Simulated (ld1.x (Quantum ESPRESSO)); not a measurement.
Pseudopotential generation for mercury (Hg): TM, PBEsol, scalar-relativistic.

The input file (ld1.x (Quantum ESPRESSO) 7.5):

```
&input
   title='Hg', zed=80., rel=1, dft='PBESOL', iswitch=3,
   config='[Xe] 4f14 5d10 6s2 6p0',
   nld=3, rlderiv=3.65, eminld=-3.0, emaxld=5.0, deld=0.02
 /
 &inputp
   pseudotype=2, tm=.true., lloc=1,
   nlcc=.true., new_core_ps=.true., rcore=1.20,
   file_pseudopw='Hg.UPF', file_wfcaegen='ae.wfc', file_wfcncgen='nc.wfc', file_beta='beta', file_chi='chi'
 /
3
6S  1  0   2.00   0.00  1.85  1.85  0.0
5D  3  2  10.00   0.00  1.30  1.30  0.0
6P  2  1   0.00   0.00  3.35  3.35  0.0
 &test
   configts(1)='5d10 6s2 6p0'
 /
```

Command:

```bash
ld1.x < Hg.in > Hg.out
```

Resulting log (shortened: banner, matrices, multipoles, cross overlaps and the repeated all-electron block are left out):

```
Program LD1 v.7.5
     --------------------------- All-electron run ----------------------------

     Hg
     scalar relativistic calculation

     atomic number is 80.00
     dft =PBESOL   lsd =0 sic =0 latt =0  beta=0.20 tr2=1.0E-14
     Exchange-correlation= PBESOL
                           (   1   4  10   8   0   0   0)
     mesh =1279 r(mesh) =  98.78773 a.u. xmin = -7.00 dx = 0.01250
     1 Ry =  13.60569312 eV, c = 137.03599908

     n l     nl                  e(Ry)          e(Ha)          e(eV)
     1 0     1S 1( 2.00)     -6112.0823     -3056.0411    -83159.1160
     2 0     2S 1( 2.00)     -1083.2697      -541.6348    -14738.6350
     2 1     2P 1( 6.00)      -934.0838      -467.0419    -12708.8578
     3 0     3S 1( 2.00)      -257.0488      -128.5244     -3497.3267
     3 1     3P 1( 6.00)      -213.9582      -106.9791     -2911.0493
     4 0     4S 1( 2.00)       -56.4916       -28.2458      -768.6071
     4 1     4P 1( 6.00)       -42.3662       -21.1831      -576.4209
     3 2     3D 1(10.00)      -168.6479       -84.3239     -2294.5714
     5 0     5S 1( 2.00)        -8.6910        -4.3455      -118.2468
     5 1     5P 1( 6.00)        -4.8900        -2.4450       -66.5325
     4 2     4D 1(10.00)       -25.6211       -12.8105      -348.5925
     4 3     4F 1(14.00)        -7.0528        -3.5264       -95.9583
     5 2     5D 1(10.00)        -0.7261        -0.3631        -9.8792
     6 0     6S 1( 2.00)        -0.5046        -0.2523        -6.8660
     6 1     6P 1( 0.00)        -0.0728        -0.0364        -0.9906

     final scf error:  3.7E-15 reached in  35 iterations

     Etot =  -39234.697966 Ry,  -19617.348983 Ha, -533815.260292 eV

     Ekin =   44053.370571 Ry,   22026.685286 Ha,  599376.641028 eV
     Encl =  -97767.839359 Ry,  -48883.919680 Ha,-1330199.219623 eV
     Eh   =   15209.693376 Ry,    7604.846688 Ha,  206938.420565 eV
     Exc  =    -729.922553 Ry,    -364.961277 Ha,   -9931.102262 eV

     normalization and overlap integrals

     s(1S/1S) =  1.000000  <r> =   0.0166  <r2> =    0.0004  r(max) =   0.0102
     s(2S/2S) =  1.000000  <r> =   0.0699  <r2> =    0.0058  r(max) =   0.0589
     s(2P/2P) =  1.000000  <r> =   0.0633  <r2> =    0.0049  r(max) =   0.0488
     s(3S/3S) =  1.000000  <r> =   0.1807  <r2> =    0.0373  r(max) =   0.1662
     s(3P/3P) =  1.000000  <r> =   0.1822  <r2> =    0.0385  r(max) =   0.1662
     s(4S/4S) =  1.000000  <r> =   0.3993  <r2> =    0.1799  r(max) =   0.3746
     s(4P/4P) =  1.000000  <r> =   0.4256  <r2> =    0.2058  r(max) =   0.3938
     s(3D/3D) =  1.000000  <r> =   0.1651  <r2> =    0.0319  r(max) =   0.1361
     s(5S/5S) =  1.000000  <r> =   0.9010  <r2> =    0.9108  r(max) =   0.8232
     s(5P/5P) =  1.000000  <r> =   1.0394  <r2> =    1.2220  r(max) =   0.9328
     s(4D/4D) =  1.000000  <r> =   0.4490  <r2> =    0.2329  r(max) =   0.4037
     s(4F/4F) =  1.000000  <r> =   0.4826  <r2> =    0.2811  r(max) =   0.3653
     s(5D/5D) =  1.000000  <r> =   1.5000  <r2> =    2.6897  r(max) =   1.1682
     s(6S/6S) =  1.000000  <r> =   2.6813  <r2> =    8.2718  r(max) =   2.2100
     s(6P/6P) =  1.000000  <r> =   4.5556  <r2> =   25.2674  r(max) =   3.2559

     ------------------------ End of All-electron run ------------------------

     --------------------- Generating NC pseudopotential ---------------------

      Generating local pot.: lloc=1, matching radius rcloc =   3.3500

      Computing core charge for nlcc:

       r > 1.21 : true rho core
      Core charge pseudized with two Bessel functions
      Integrated core pseudo-charge :  16.64

      Wfc   6S  rcut= 1.855  Using Troullier-Martins method

      Wfc   5D  rcut= 1.307  Using Troullier-Martins method

     ------------------- End of pseudopotential generation -------------------

     Computing logarithmic derivative in   3.66652
     Computing logarithmic derivative in   3.66652
     Computing the partial wave expansion
     R is outside the sphere for l=    0 j= 0.00
       no projector for channel:   1
     R is outside the sphere for l=    2 j= 0.00

     ---------------------- Testing the pseudopotential ----------------------

     Hg
     scalar relativistic calculation

     atomic number is 80.00   valence charge is 12.00
     dft =PBESOL   lsd =0 sic =0 latt =0  beta=0.20 tr2=1.0E-14
     mesh =1279 r(mesh) =  98.78773 xmin = -7.00 dx = 0.01250

     n l     nl             e AE (Ry)        e PS (Ry)    De AE-PS (Ry)
     3 2     5D   1(10.00)       -0.72611       -0.72610       -0.00000
     1 0     6S   1( 2.00)       -0.50464       -0.50464        0.00000
     2 1     6P   1( 0.00)       -0.07281       -0.07281        0.00000

     eps = 5.3E-15  iter =  4

     Etot =  -39234.697966 Ry,  -19617.348983 Ha, -533815.260292 eV
     Etotps =  -119.541290 Ry,     -59.770645 Ha,   -1626.442104 eV

     Ekin =      55.959949 Ry,      27.979975 Ha,     761.373898 eV
     Encl =    -142.744054 Ry,     -71.372027 Ha,   -1942.131788 eV
     Ehrt =      77.883841 Ry,      38.941920 Ha,    1059.663634 eV
     Ecxc =     -52.603168 Ry,     -26.301584 Ha,    -715.702559 eV
     (Ecc =     -35.488797 Ry,     -17.744398 Ha,    -482.849676 eV)
     Epseu=     -58.037858 Ry,     -29.018929 Ha,    -789.645289 eV

     ---------------------- End of pseudopotential test ----------------------
```

Generation and configuration tests took about 1.5 s on one core of a shared server CPU.

Transferability test of the new file with ld1.x, input:

```
&input
   title='Hg', zed=80., rel=1, dft='PBESOL', iswitch=2,
   config='[Xe] 4f14 5d10 6s2 6p0'
 /
 &test
   file_pseudo='Hg.UPF', nconf=8,
   configts(1)='5d10 6s2 6p0',
   configts(2)='5d10 6s1 6p0',
   configts(3)='5d10 6s0 6p0',
   configts(4)='5d9 6s0 6p0',
   configts(5)='5d10 6s1 6p1',
   configts(6)='5d10 6s0 6p2',
   configts(7)='5d9 6s2 6p0',
   configts(8)='5d10 6s1.5 6p0'
 /
```

```bash
ld1.x < Hg.test.in > Hg.test.out
```

Pseudopotential blocks of its output, shortened (energy terms left out; the distinct warnings before each block abridged to one line each):

```
     ---------------------- Testing the pseudopotential ----------------------

     n l     nl             e AE (Ry)        e PS (Ry)    De AE-PS (Ry)
     3 2     5D   1(10.00)       -0.72611       -0.72610       -0.00000
     1 0     6S   1( 2.00)       -0.50464       -0.50464        0.00000
     2 1     6P   1( 0.00)       -0.07281       -0.07281        0.00000

     eps = 1.5E-15  iter =  4

     Etot =  -39234.697965 Ry,  -19617.348983 Ha, -533815.260291 eV
     Etotps =  -119.541289 Ry,     -59.770645 Ha,   -1626.442100 eV

     ---------------------- End of pseudopotential test ----------------------

          ---------------------- Testing the pseudopotential ----------------------

     n l     nl             e AE (Ry)        e PS (Ry)    De AE-PS (Ry)
     3 2     5D   1(10.00)       -1.38732       -1.38655       -0.00076
     1 0     6S   1( 1.00)       -1.08493       -1.08625        0.00132
     2 1     6P   1( 0.00)       -0.54270       -0.54416        0.00146

     eps = 6.5E-15  iter =  8

     Etot =  -39233.908605 Ry,  -19616.954302 Ha, -533804.520493 eV
     Etotps =  -118.751171 Ry,     -59.375586 Ha,   -1615.691993 eV
     dEtot_ae =       0.789361 Ry
     dEtot_ps =       0.790118 Ry,   Delta E=      -0.000758 Ry

     ---------------------- End of pseudopotential test ----------------------

          ---------------------- Testing the pseudopotential ----------------------

     n l     nl             e AE (Ry)        e PS (Ry)    De AE-PS (Ry)
     3 2     5D   1(10.00)       -2.11751       -2.12112        0.00361
     1 0     6S   1( 0.00)       -1.71682       -1.72334        0.00653  !
     2 1     6P   1( 0.00)       -1.08311       -1.09055        0.00743  !

     eps = 5.8E-16  iter =  9

     Etot =  -39232.511818 Ry,  -19616.255909 Ha, -533785.516241 eV
     Etotps =  -117.350463 Ry,     -58.675232 Ha,   -1596.634389 eV
     dEtot_ae =       2.186147 Ry
     dEtot_ps =       2.190826 Ry,   Delta E=      -0.004679 Ry

     ---------------------- End of pseudopotential test ----------------------

          Warning: n=3, l=2 expected 0 nodes, found 1
     ---------------------- Testing the pseudopotential ----------------------

     n l     nl             e AE (Ry)        e PS (Ry)    De AE-PS (Ry)
     3 2     5D   1( 9.00)       -3.12409       -3.15743        0.03334  !
     1 0     6S   1( 0.00)       -2.50885       -2.53179        0.02294  !
     2 1     6P   1( 0.00)       -1.76025       -1.78085        0.02059  !

     eps = 2.9E-15  iter =  7

     Etot =  -39229.898640 Ry,  -19614.949320 Ha, -533749.962143 eV
     Etotps =  -114.718863 Ry,     -57.359432 Ha,   -1560.829648 eV
     dEtot_ae =       4.799325 Ry
     dEtot_ps =       4.822426 Ry,   Delta E=      -0.023101 Ry

     ---------------------- End of pseudopotential test ----------------------

          ---------------------- Testing the pseudopotential ----------------------

     n l     nl             e AE (Ry)        e PS (Ry)    De AE-PS (Ry)
     3 2     5D   1(10.00)       -0.88497       -0.88512        0.00015
     1 0     6S   1( 1.00)       -0.62041       -0.62039       -0.00002
     2 1     6P   1( 1.00)       -0.15185       -0.15183       -0.00002

     eps = 8.6E-15  iter = 13

     Etot =  -39234.247574 Ry,  -19617.123787 Ha, -533809.132398 eV
     Etotps =  -119.090760 Ry,     -59.545380 Ha,   -1620.312337 eV
     dEtot_ae =       0.450392 Ry
     dEtot_ps =       0.450529 Ry,   Delta E=      -0.000137 Ry

     ---------------------- End of pseudopotential test ----------------------

          ---------------------- Testing the pseudopotential ----------------------

     n l     nl             e AE (Ry)        e PS (Ry)    De AE-PS (Ry)
     3 2     5D   1(10.00)       -1.01655       -1.01755        0.00099
     1 0     6S   1( 0.00)       -0.71106       -0.71088       -0.00018
     2 1     6P   1( 2.00)       -0.21241       -0.21223       -0.00017

     eps = 1.0E-14  iter = 16

     Etot =  -39233.763718 Ry,  -19616.881859 Ha, -533802.549213 eV
     Etotps =  -118.606788 Ry,     -59.303394 Ha,   -1613.727555 eV
     dEtot_ae =       0.934247 Ry
     dEtot_ps =       0.934502 Ry,   Delta E=      -0.000255 Ry

     ---------------------- End of pseudopotential test ----------------------

          ---------------------- Testing the pseudopotential ----------------------

     n l     nl             e AE (Ry)        e PS (Ry)    De AE-PS (Ry)
     3 2     5D   1( 9.00)       -1.57893       -1.59045        0.01152  !
     1 0     6S   1( 2.00)       -1.17451       -1.17418       -0.00034
     2 1     6P   1( 0.00)       -0.59453       -0.59288       -0.00165

     eps = 2.0E-15  iter = 13

     Etot =  -39233.555729 Ry,  -19616.777864 Ha, -533799.719370 eV
     Etotps =  -118.393130 Ry,     -59.196565 Ha,   -1610.820600 eV
     dEtot_ae =       1.142237 Ry
     dEtot_ps =       1.148159 Ry,   Delta E=      -0.005922 Ry

     ---------------------- End of pseudopotential test ----------------------

          ---------------------- Testing the pseudopotential ----------------------

     n l     nl             e AE (Ry)        e PS (Ry)    De AE-PS (Ry)
     3 2     5D   1(10.00)       -1.04675       -1.04600       -0.00076
     1 0     6S   1( 1.50)       -0.78709       -0.78746        0.00037
     2 1     6P   1( 0.00)       -0.29580       -0.29618        0.00038

     eps = 8.4E-15  iter =  7

     Etot =  -39234.375860 Ry,  -19617.187930 Ha, -533810.877822 eV
     Etotps =  -119.218996 Ry,     -59.609498 Ha,   -1622.057068 eV
     dEtot_ae =       0.322106 Ry
     dEtot_ps =       0.322294 Ry,   Delta E=      -0.000188 Ry

     ---------------------- End of pseudopotential test ----------------------
```
